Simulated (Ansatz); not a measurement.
C2H5FSSiZn (`F[SiH]1CC[S][Zn]1`), 11 atoms. Charge 0, multiplicity 1. For Zn the d shell is correlated and the shells below it are frozen. Scalar relativity is left out up to krypton. Hardware: A = 2 threads of an AMD EPYC 7R13 on a shared host and a share of an NVIDIA H100 80 GB; B = 2 threads of an AMD EPYC 7R13 on a shared host. Correlated methods freeze the cores. Open-shell runs search over several starts.

Question: How many basis functions does each run have, and how long does it take in Ansatz? UHF-CCSD(T) with 3s3p of Cu, Zn/def2-TZVPP energy of the cation [A]; UHF-MP2 with 3s3p of Cu, Zn/def2-QZVPP energy of the cation [A]; UKS ωB97M-V/def2-TZVPP energy of the cation [A]; RKS BLYP-D4/def2-TZVPP energy [A]; UKS ωB97X-V/def2-TZVPP energy of the cation [A]; UKS r2SCAN-D4/def2-TZVPP energy of the cation [A]; UKS B2PLYP (frozen core with 3s3p of Cu, Zn)/def2-TZVPP energy of the cation [A]; RHF-CCSD(T) with 3s3p of Cu, Zn/def2-SVP energy [A]; RKS r2SCAN-D4/def2-TZVPP energy and forces [A]; UKS B3LYP-D4/def2-TZVPP energy of the cation [A]; RKS ωB97M-V/def2-SVP energy [B]; RHF-MP2 with 3s3p of Cu, Zn/def2-QZVPP energy [A]. (Estimate.)

Answer: The calculation gave: Other jobs shared the machine, so times are rough.

```json
{"level": "RKS BLYP-D4/def2-TZVPP", "job": "energy [A]", "functions": "311", "wall time": "6 s", "peak host memory (GiB)": "0.85"}
{"level": "RKS r2SCAN-D4/def2-TZVPP", "job": "energy and forces [A]", "functions": "311", "wall time": "7 s", "peak host memory (GiB)": "0.87"}
{"level": "RHF-CCSD(T) with 3s3p of Cu, Zn/def2-SVP", "job": "energy [A]", "functions": "134", "wall time": "9.5 s", "peak host memory (GiB)": "0.78"}
{"level": "RHF-MP2 with 3s3p of Cu, Zn/def2-QZVPP", "job": "energy [A]", "functions": "561", "wall time": "13 s", "peak host memory (GiB)": "1.1"}
{"level": "RKS ωB97M-V/def2-SVP", "job": "energy [B]", "functions": "134", "wall time": "14 s", "peak host memory (GiB)": "0.65"}
{"level": "UKS r2SCAN-D4/def2-TZVPP", "job": "energy of the cation [A]", "functions": "311", "wall time": "19 s", "peak host memory (GiB)": "0.99"}
{"level": "UKS B3LYP-D4/def2-TZVPP", "job": "energy of the cation [A]", "functions": "311", "wall time": "25 s", "peak host memory (GiB)": "0.94"}
{"level": "UKS B2PLYP (frozen core with 3s3p of Cu, Zn)/def2-TZVPP", "job": "energy of the cation [A]", "functions": "311", "wall time": "27 s", "peak host memory (GiB)": "1.5"}
{"level": "UHF-MP2 with 3s3p of Cu, Zn/def2-QZVPP", "job": "energy of the cation [A]", "functions": "561", "wall time": "35 s", "peak host memory (GiB)": "1.2"}
{"level": "UKS ωB97M-V/def2-TZVPP", "job": "energy of the cation [A]", "functions": "311", "wall time": "41 s", "peak host memory (GiB)": "1.2"}
{"level": "UKS ωB97X-V/def2-TZVPP", "job": "energy of the cation [A]", "functions": "311", "wall time": "42 s", "peak host memory (GiB)": "1.1"}
{"level": "UHF-CCSD(T) with 3s3p of Cu, Zn/def2-TZVPP", "job": "energy of the cation [A]", "functions": "311", "wall time": "82 s", "peak host memory (GiB)": "1.4"}
```

B3LYP here is the variant with VWN-RPA as its local correlation; programs differ in this.
